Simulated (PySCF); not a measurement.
**How methods differ on the ionisation energy of Sn**

Sn [Kr] 4d10 5s2 5p2 (3P) → Sn⁺ [Kr] 4d10 5s2 5p1 (2P), as a difference of total energies. Computed with PySCF 2.14 in cc-pVDZ-PP with ECP28MDF, with a scalar-relativistic core potential. Correlated levels: valence: 4s2 4p6 4d10 frozen. The calculations carry no spin-orbit coupling.

```csv
method,ionisation energy (eV)
UHF,6.858
M06-L,7.008
TPSS,7.242
MP2 (valence),7.071
SCS-MP2 (valence),7.017
CCSD (valence),7.095
CCSD(T) (valence),7.101
```

Errors of the correlated levels include the incompleteness of this basis and the frozen core.

Problem. Which method comes closest to the reference value, and which is furthest?

Solution. The reference is 7.389 eV (measured; NIST levels, between the centres of gravity of the two terms). Closest: TPSS (error -0.147 eV); furthest: UHF (error -0.531 eV).
